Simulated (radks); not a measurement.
Spherical quantum dot in the effective-mass picture: electrons in a parabolic well V = omega^2 r^2 / 2 with omega = 0.277, with a point charge +2 (a donor) at the centre, all in effective atomic units (hartree* = m*/eps^2 hartree, bohr* = eps/m* bohr), one dielectric constant everywhere. Calculated with a radial shooting solver with Libxc functionals: non-relativistic Kohn-Sham, LDA (Slater exchange, Perdew-Wang correlation), spin-polarised, spherical densities. Levels are named by radial order and angular momentum (1s, 1p, 1d, 2s, ...), and open shells are averaged over m.

N = 7, configuration 1s2 1p(up 3, down 0) 2s2. This is the lowest configuration that the search found. Occupied and some empty levels:

level,occupation,eigenvalue (hartree*),<r> (bohr*)
1s up,1,1.1428,1.041
1s down,1,1.1643,1.004
2s up,1,1.7479,3.353
1p up,3,1.7671,3.277
2s down,1,1.7962,3.435
1p down,0,1.8224,3.350
1d up,0,1.9778,3.893
1d down,0,2.0239,3.977
1f up,0,2.1939,4.346
2p up,0,2.2067,3.851
1f down,0,2.2311,4.423
2p down,0,2.2436,3.860
1g up,0,2.4203,4.738
1g down,0,2.4498,4.806

Energy (hartree*): total 3.04466, kinetic 4.2369, external -7.8256, Hartree 8.7667, exchange-correlation -2.1333.

Electron density:

r (bohr*),n(r) (e/bohr*^3)
0.427,0.7459
0.885,0.1557
1.34,0.04419
1.80,0.02316
2.26,0.01976
2.72,0.01805
3.18,0.01495
3.63,0.01084
4.09,0.006826
4.55,0.003731
5.01,0.001771
5.47,0.0007305
5.92,0.0002626
